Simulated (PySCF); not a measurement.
# MgSn⁻: from constants to spectrum

ROHF-MP2 constants of MgSn⁻, ⁴Σ⁻ (quartet), unpaired electrons σ ↑, π ↑↑ (Mg def2-SVPD, Sn def2-SVPD with ECP28; scalar-relativistic core potentials (PySCF 2.14); masses 23.9850 and 119.9022 u):

* ωe: 147.9 cm⁻¹
* ωexe: 0.748 cm⁻¹
* Be: 0.095982 cm⁻¹
* αe: 0.000904 cm⁻¹
* D (centrifugal): 1.62e-07 cm⁻¹
* De to Mg + Sn⁻: 0.85 eV

Q: Give the vibrational terms G(v) and spacings up to v = 3.

A: G(v) = ωe(v+½) − ωexe(v+½)².

| v | G(v) (cm⁻¹) | G(v) − G(v−1) | Bv (cm⁻¹) |
| --- | --- | --- | --- |
| 0 | 74 |  | 0.09553 |
| 1 | 220 | 146 | 0.09463 |
| 2 | 365 | 145 | 0.09372 |
| 3 | 508 | 143 | 0.09282 |

Q: How well does the Morse estimate ωe²/(4ωexe) reproduce De, and what is D0?

A: It gives 0.91 eV, 107 % of the computed De. D0 = De − G(0) = 0.85 − 0.01 = 0.84 eV.

Correlated steps freeze 5 core orbitals. Correlated levels converge slowly with the basis: in double zeta they bind strong bonds too weakly, by up to about 1 eV, and carry superposition errors of some tenths. These are scalar-relativistic numbers at best; spin–orbit coupling would shift them, the dissociation energy most. For an ion De counts to the pair picked by the measured ionisation energies or electron affinities, which need not be the lowest pair at this level. The state is the lowest determinant that a PBE0 search found; another state may lie lower at other levels.
